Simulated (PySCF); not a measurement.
# Correlation energy of Ir²⁺ (iridium, charge +2)

[Xe] 4f14 5d6 6s1, high-spin 6D determinant (an excited configuration). Calculation: PySCF 2.14, in def2-TZVPPD with the def2 core potential (60 electrons); scalar relativity through the core potential. Frozen: nothing; 15 electrons correlated.

```csv
level,correlation energy (mhartree)
CCSD,-355.40
(T),-8.17
CCSD(T),-363.57
```

Diagnostics: T1 = 0.0053, D1 = 0.0174, largest double amplitude 0.023.

Spin-orbit coupling, absent here, splits the open shell strongly.

Cost of the coupled-cluster step: of the order of 11 core-seconds, for 15 correlated electrons.

The basis has no tight functions for the innermost shells, so their pair energies are far from complete.

This basis was not built for core-valence correlation, so the inner-shell part is incomplete.
